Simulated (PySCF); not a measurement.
# Ionisation energy of Ge¹¹⁺ by level of theory

Ge¹¹⁺ [Ar] 3d3 [3d3/2^3, M_J = 3/2] → Ge¹²⁺ [Ar] 3d2 [3d3/2^2, M_J = 2], as a difference of total energies. All numbers are calculated (PySCF 2.14, the two-component X2C-1e Hamiltonian, in an even-tempered Gaussian basis (17 s from 0.76 bohr⁻², ratio 2.8; 12 p from 0.98 bohr⁻², ratio 2.8; 8 d from 0.98 bohr⁻², ratio 2.8; 4 f from 3.5 bohr⁻², ratio 3)). Correlated levels: [Ne] frozen; the 76 highest virtual spinors dropped. "Screened" scales the spin-orbit matrix elements by Boettger's factors to mimic the two-electron term; Breit and QED terms are absent.

| method | ionisation energy (eV) |
| --- | --- |
| GHF (spin-free) | 326.40 |
| GMP2 (spin-free) | 326.83 |
| GHF (screened spin-orbit) | 326.31 |
| GMP2 (screened spin-orbit) | 326.75 |

Q: How much does correlation contribute at GMP2 (screened spin-orbit)?

A: 326.75 − (326.31) = 0.44 eV, measured against GHF (screened spin-orbit).

The spin-free rows relax to the high-spin LS determinant and lack the spin-orbit shift.

The labels give the starting determinants; with spin-orbit coupling the two ends relaxed to ⟨J²⟩ = 6.34, ⟨L²⟩ = 11.95, ⟨S²⟩ = 3.72 and ⟨J²⟩ = 7.09, ⟨L²⟩ = 11.84, ⟨S²⟩ = 1.94.

The determinant of Ge¹¹⁺ and of Ge¹²⁺ mixes levels of different J (the jj label is only the starting occupation), so the difference between spin-free and spin-orbit rows is not the physical spin-orbit shift.

For comparison: 326 ± 2.5 eV (theoretical estimate listed by NIST; NIST Atomic Spectra Database, ionization energies).
